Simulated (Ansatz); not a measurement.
C3H15Ge2NSi (`C[N](C)[Ge]([CH3])([SiH3])[GeH3]`), one more setting.

```yaml
crystal:
  periodic: [false, false, false]
  atoms:
    - {symbol: C, position_ang: [-1.230019, -0.559842, 2.118323]}
    - {symbol: N, position_ang: [-1.220219, 0.318119, 0.761091]}
    - {symbol: C, position_ang: [-2.589276, 0.137413, -0.080784]}
    - {symbol: Ge, position_ang: [0.543094, 0.300343, -0.342727]}
    - {symbol: C, position_ang: [0.341859, 1.827140, -1.904483]}
    - {symbol: Si, position_ang: [2.552457, 0.880396, 1.323561]}
    - {symbol: Ge, position_ang: [0.971289, -2.145599, -1.509186]}
    - {symbol: H, position_ang: [-0.207113, -0.371826, 2.764426]}
    - {symbol: H, position_ang: [-2.177269, -0.225381, 2.825337]}
    - {symbol: H, position_ang: [-1.331497, -1.775897, 1.922015]}
    - {symbol: H, position_ang: [-2.797461, -1.026768, -0.441161]}
    - {symbol: H, position_ang: [-3.548626, 0.482292, 0.604753]}
    - {symbol: H, position_ang: [-2.581235, 0.844766, -1.078616]}
    - {symbol: H, position_ang: [1.416139, 1.992360, -2.462805]}
    - {symbol: H, position_ang: [-0.480017, 1.490502, -2.743165]}
    - {symbol: H, position_ang: [-0.010222, 2.883140, -1.400199]}
    - {symbol: H, position_ang: [2.838424, -0.370281, 2.387043]}
    - {symbol: H, position_ang: [3.934636, 1.124137, 0.423689]}
    - {symbol: H, position_ang: [2.231463, 2.262480, 2.198136]}
    - {symbol: H, position_ang: [-0.242749, -2.505771, -2.682517]}
    - {symbol: H, position_ang: [0.964993, -3.412377, -0.338993]}
    - {symbol: H, position_ang: [2.498600, -2.183058, -2.311703]}
basis:
  gaussian: {orbitals: def2-SVP}
hamiltonian: {xc: {name: HF}}
correlation: {method: bccd_t, diis_vectors: 2}
accuracy: high
```

```sh
$ ansatz run in.yaml --threads 4 --pin off --events-out ev --progress --plain --max-ram 66560MiB --backend cuda --devices 0, --max-vram 37GiB
```

Shortened log:

```
Functional definition: HF
4956 factors; integrals over basis functions are off by at most 1.4e-7 eV
mean field evaluation 1: about -125589.7536 eV, gradient 3.2e1 eV
mean field evaluation 2: about -125589.8811 eV, gradient 3.2e1 eV
mean field evaluation 4: about -125593.5804 eV, gradient 6.0e0 eV
mean field evaluation 8: about -125593.7027 eV, gradient 1.2e-1 eV
mean field -125593.70282740 eV, -4615.4834484378 hartree, gradient 3.8e-8 eV, S^2 0.000000; 0 other end points of the search recorded, 0 dependent functions left out
27 core orbitals not correlated: weight in the atoms' cores, before any rotation towards them, 1.000 or more for the frozen orbitals, at most 0.000 for the correlated occupied ones
reference -125593.70282740 eV, -4615.4834484378 hartree; 32, 32 occupied and 154, 154 virtual orbitals, 4956 factors
second order -32.60457878 eV of doubles, -0.00000000 eV of singles
cycle   1  -33.56817943 eV  change   -9.6e-1 eV  update   1.6e-1
cycle   2  -34.80125716 eV  change    -1.2e0 eV  update   5.4e-2
cycle   3  -35.04737009 eV  change   -2.5e-1 eV  update   2.9e-2
cycle   4  -35.02494172 eV  change    2.2e-2 eV  update   8.2e-3
cycle   5  -35.04938380 eV  change   -2.4e-2 eV  update   4.9e-3
cycle   6  -35.03822214 eV  change    1.1e-2 eV  update   2.4e-3
cycle   7  -35.03993899 eV  change   -1.7e-3 eV  update   1.1e-3
cycle   8  -35.03724892 eV  change    2.7e-3 eV  update   7.2e-4
cycle   9  -35.03633690 eV  change    9.1e-4 eV  update   3.3e-4
cycle  10  -35.03629303 eV  change    4.4e-5 eV  update   1.9e-4
cycle  11  -35.03585072 eV  change    4.4e-4 eV  update   8.9e-5
cycle  12  -35.03596720 eV  change   -1.2e-4 eV  update   4.6e-5
cycle  13  -35.03590405 eV  change    6.3e-5 eV  update   2.2e-5
cycle  14  -35.03591533 eV  change   -1.1e-5 eV  update   1.6e-5
cycle  15  -35.03593451 eV  change   -1.9e-5 eV  update   6.9e-6
cycle  16  -35.03593378 eV  change    7.3e-7 eV  update   4.9e-6
cycle  17  -35.03593821 eV  change   -4.4e-6 eV  update   2.4e-6
cycle  18  -35.03593836 eV  change   -1.5e-7 eV  update   1.4e-6
cycle  19  -35.03593880 eV  change   -4.4e-7 eV  update   8.0e-7
cycle  20  -35.03593865 eV  change    1.5e-7 eV  update   4.9e-7
cycle  21  -35.03593851 eV  change    1.3e-7 eV  update   2.4e-7
cycle  22  -35.03596701 eV  change   -2.8e-5 eV  update   1.0e-6
cycle  23  -35.03597162 eV  change   -4.6e-6 eV  update   3.5e-7
cycle  24  -35.03597303 eV  change   -1.4e-6 eV  update   1.3e-7
cycle  25  -35.03597331 eV  change   -2.8e-7 eV  update   7.1e-8
cycle  26  -35.03597324 eV  change    6.8e-8 eV  update   3.2e-8
cycle  27  -35.03597322 eV  change    2.1e-8 eV  update   1.9e-8
cycle  28  -35.03597318 eV  change    3.6e-8 eV  update   7.1e-9
cycle  29  -35.03597316 eV  change    2.0e-8 eV  update   3.3e-9
cycle  30  -35.03597315 eV  change    8.5e-9 eV  update   1.5e-9
cycle  31  -35.03597315 eV  change    2.6e-9 eV  update  7.9e-10
perturbative correction -1.36655802 eV, -0.0502200810 hartree
Total energy: -125630.10535858 eV, -4616.8212167838 hartree
```

Hardware: 4 threads of an AMD EPYC 7R13 on a shared host and a share of an NVIDIA H100 80 GB. Wall time 17 s, peak host memory 1.1 GiB.
